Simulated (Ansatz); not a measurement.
Consider the silylene formation by 1,1-elimination: `C/C=C(\F)[SiH3]` → `C/C=C\F` + `[SiH2]`.

Calculated with Ansatz (gas phase, PBE0-D4/def2-TZVP geometries, no zero-point term in ΔE). CBS: MP2 limit from def2 TZ/QZ plus the TZ coupled-cluster correction, frozen cores. This one scheme is used for every species. Double bonds are as drawn, so ΔE can hold a change between cis and trans. DFT in def2-TZVPP.

`C/C=C(\F)[SiH3]`:

Z-matrix (Å, degrees):
```
C
C 1 1.488
H 1 1.094 2 110.6
H 1 1.089 2 111.6 3 -121.0
H 1 1.094 2 110.6 3 118.1
C 2 1.328 1 125.9 3 121.5
H 2 1.086 1 118.1 3 -58.6
Si 6 1.870 2 126.4 1 -180.0
F 6 1.360 2 119.2 1 -0.0
H 8 1.486 6 110.3 2 120.0
H 8 1.485 6 110.3 2 -120.2
H 8 1.484 6 107.5 2 -0.1
```

`C/C=C\F`:

Cartesian coordinates in Å:
```
C -0.736 -0.821 0.300
C -0.215 0.465 -0.240
C 1.053 0.830 -0.270
F 2.038 0.050 0.201
H -1.448 -0.642 1.111
H -1.269 -1.381 -0.473
H 0.068 -1.448 0.683
H -0.919 1.181 -0.650
H 1.428 1.767 -0.664
```

`[SiH2]`:

Z-matrix (Å, degrees):
```
Si
H 1 1.525
H 1 1.525 2 91.2
```

```tsv
species	PBE-D4 energy (Eh)
`C/C=C(\F)[SiH3]`	-507.53011
`C/C=C\F`	-216.98052
`[SiH2]`	-290.45909
```

Work out ΔE.

ΔE = (-216.98052) + (-290.45909) − (-507.53011) = 0.09050 Eh = +237.6 kJ/mol. CCSD(T)/CBS gives +232.8 kJ/mol.

Largest T1 diagnostic among the species: 0.014.

From PBE to PBE0 (25 % exact exchange), in def2-TZVPP and without D4, ΔE moves by +6.8 kJ/mol. In def2-TZVPP, CCSD(T) changes the Hartree–Fock value by +14.3 kJ/mol (the triples alone add +5.5 kJ/mol) and MP2 by +33.8 kJ/mol. The D4 term adds +12.6 kJ/mol with B3LYP and +6.9 kJ/mol with PBE0; it sums over pairs of atoms, weighted by their polarisabilities, and B3LYP, whose exchange is more repulsive, gets the larger term.

B3LYP here is the variant with VWN-RPA as its local correlation; programs differ in this.
